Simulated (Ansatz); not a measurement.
CH₆NPSi (`C1NP[SiH2]1`). Charge 0, multiplicity 1.

```xyz
10

C     0.4518    0.4187    0.7436
N     0.3189   -1.0400    0.6859
P    -0.7609   -1.4537   -0.6103
Si    0.1013    0.5767   -1.1173
H     1.4238    0.7451    1.1241
H    -0.3404    0.9077    1.3303
H     0.2446   -1.5382    1.5631
H    -1.9874   -0.8223   -0.1765
H     1.3243    0.5231   -1.9592
H    -0.7761    1.6827   -1.5836
```

Question: What are the harmonic wavenumbers in cm⁻¹ at PBE0-D4/def2-TZVP (Ansatz, finite differences of forces, unscaled)? (Best estimate.)

Answer: The calculation gave: 182, 348, 446, 511, 528, 561, 683, 746, 788, 811, 858, 916, 945, 1050, 1173, 1183, 1348, 1476, 2217, 2223, 2236, 2991, 3080, 3560.

Question: Is this a minimum?

Answer: Yes, all 24 modes are real.

Question: Give the ideal-gas thermochemistry at 298.15 K and 1 bar (rigid rotor, harmonic oscillator; point group C1, symmetry number 1).

Answer: Zero-point energy 184.6 kJ/mol; H(298) − E = 200.9 kJ/mol; entropy 304.4 J/(mol·K), of which translation 165.1, rotation 107.2, vibration 32.0; G(298) − E = 110.2 kJ/mol.

Question: Rotational constants (cm⁻¹)?

Answer: 0.2229, 0.1559, 0.1014.
